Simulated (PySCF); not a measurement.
All values below come from B3LYP-D3(BJ)/def2-TZVP // M06-2X/def2-TZVP (PySCF). All species are isolated molecules in the gas phase. B3LYP has the VWN-RPA correlation part, as in Gaussian. Delta-SCF ions had no search for a lower state. 

Reference species (SMILES): `B` (neutral, multiplicity 1).

```yaml
LUMO: -2.22 eV
HOMO: -9.75 eV
vertical ionisation energy (Delta-SCF): 13.18 eV
```

Changed species: `BCl` (X = chloro; the reference has X = H).

**Question.** What does the change do to the LUMO, HOMO and vertical ionisation energy (Delta-SCF)?

**Answer.** the LUMO rises by 0.17 eV, to -2.05 eV; the HOMO goes up by 1.32 eV, to -8.43 eV; the vertical ionisation energy (Delta-SCF) falls by 1.84 eV, to 11.34 eV.
